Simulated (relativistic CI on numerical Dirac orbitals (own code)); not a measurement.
## Transition arrays of Ru24+

Method of calculation: Dirac-Coulomb-Breit CI, orbitals from a KLI potential per configuration, a model potential for QED, valence Slater integrals scaled by 0.9, whole transition arrays (own radial code, finite nucleus).

CI space (outside the closed core [Ne] 3s2): 3p⁶3d², 3p⁶3d4f, 3p⁵3d³, 3p⁶3d4p, 3p⁶3d5f. Levels of other configurations are missing.

All E1 lines from the levels of 3p⁶3d²; mean and standard deviation are weighted by gf, and upper levels are sorted by their leading configuration.

| Upper configuration | Lines | Σgf | Mean (eV) | Mean (nm) | σ (eV) | Strongest line (nm) |
| --- | --- | --- | --- | --- | --- | --- |
| 3p⁶3d4f | 81 | 76.2 | 628.93 | 1.971 | 4.58 | 1.969 |
| 3p⁵3d³ | 466 | 65.5 | 182.50 | 6.794 | 14.10 | 6.505 |
| 3p⁶3d4p | 60 | 3.0 | 515.84 | 2.404 | 4.37 | 2.403 |
| 3p⁶3d5f | 81 | 19.7 | 828.16 | 1.497 | 4.78 | 1.500 |

Σgf per state of the lower configuration in bins of 0.2 nm over the central range (centre: value): 1.5: 0.44, 1.9: 1.63, 2.1: 0.06, 2.3: 0.03, 2.5: 0.04, 6.3: 0.30, 6.5: 0.39, 6.7: 0.22, 6.9: 0.13, 7.1: 0.09, 7.3: 0.10, 7.5: 0.05, 7.7: 0.04, 7.9: 0.02, 8.1: 0.05.

Problem. How do configuration mixing and the scaling of the Slater integrals move the arrays?

Solution. Slater scale 0.9, no configuration mixing: 3p⁶3d4f 628.7 ± 4.5 eV (Σgf 71.9), 3p⁵3d³ 182.6 ± 14.0 eV (Σgf 67.3), 3p⁶3d4p 515.9 ± 4.2 eV (Σgf 3.3), 3p⁶3d5f 828.0 ± 4.8 eV (Σgf 16.9); Slater scale 1: 3p⁶3d4f 629.3 ± 4.9 eV (Σgf 76.9), 3p⁵3d³ 185.7 ± 14.8 eV (Σgf 66.4), 3p⁶3d4p 515.9 ± 4.7 eV (Σgf 3.0), 3p⁶3d5f 828.3 ± 5.2 eV (Σgf 19.9); Slater scale 0.8: 3p⁶3d4f 628.6 ± 4.2 eV (Σgf 75.6), 3p⁵3d³ 179.4 ± 13.4 eV (Σgf 64.6), 3p⁶3d4p 515.8 ± 4.0 eV (Σgf 3.1), 3p⁶3d5f 828.0 ± 4.4 eV (Σgf 19.5). With mixing, levels are counted to their leading configuration, so an array can shrink or vanish into another, and the sums then hold other lines.
